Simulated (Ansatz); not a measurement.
The first iterations of a band of H2O + H5NOSi (11 atoms, charge 0, multiplicity 1).

All numbers below come from RKS PBE/6-31G* (Ansatz).

```yaml
movable_images: 5
climbing_image: yes
spring: 5.0 eV/Å²
optimiser: fire
start_path: through a guess of the saddle point
force_threshold: 0.03 eV/Å
iteration_limit: 60
end_points: relaxed
largest_step: 0.5 Å
```

Initial state:

```xyz
11
Properties=species:S:1:pos:R:3
Si -0.256 0.295 0.128
N -0.191 0.213 1.854
H -0.436 1.023 2.423
H 0.589 -0.332 2.236
H 0.987 0.667 -0.619
H -1.369 1.249 -0.200
O -0.530 -1.271 -0.477
H -1.355 -1.650 -0.112
O 1.500 -2.241 1.375
H 0.914 -2.151 0.584
H 0.971 -2.807 1.970
```

Final state:

```xyz
11
Properties=species:S:1:pos:R:3
Si 0.366 -0.326 -0.656
N -0.552 -0.613 2.619
H -0.939 -1.321 3.253
H -0.531 0.270 3.140
H 0.334 -0.654 -2.120
H 0.777 1.101 -0.432
O -1.135 -0.704 -0.073
H -1.143 -0.611 0.935
O 1.614 -1.160 0.132
H 1.604 -2.115 -0.074
H 0.427 -0.873 2.439
```

| iteration | highest image above the first end (eV) | largest band force component (eV/Å) |
| --- | --- | --- |
| 1 | 4.926 | 11.882 |
| 2 | 2.609 | 6.377 |
| 3 | 2.526 | 5.153 |
| 4 | 2.379 | 3.069 |
| 5 | 2.197 | 1.754 |
| 6 | 2.009 | 4.707 |
| 7 | 2.002 | 4.106 |
| 8 | 1.989 | 3.078 |
| 9 | 1.968 | 1.866 |
| 10 | 1.941 | 1.261 |
| 11 | 1.907 | 1.226 |
| 12 | 1.901 | 1.220 |
| 13 | 1.890 | 1.210 |
| 14 | 1.875 | 1.195 |
| 15 | 1.854 | 1.176 |
| 16 | 1.829 | 1.151 |
| 17 | 1.800 | 1.123 |
| 18 | 1.764 | 1.088 |
| 19 | 1.721 | 1.044 |
| 20 | 1.670 | 0.992 |

Q: Does the band converge within its limit, and where does its top end?

A: The run ended unconverged. It ended after 60 iterations with the highest image 0.999 eV above the first end. The band didn't meet its force threshold, so its energies are provisional: the largest band force was still 0.83 eV/Å, and over the last iterations the top stayed at 1.00 eV. The orbitals stay closed-shell, which can raise the energy where a bond breaks towards radicals; this wasn't checked here.

The run took 11 min on 1 thread of Arm Neoverse V2, on a shared host, peak memory 0.12 GiB.
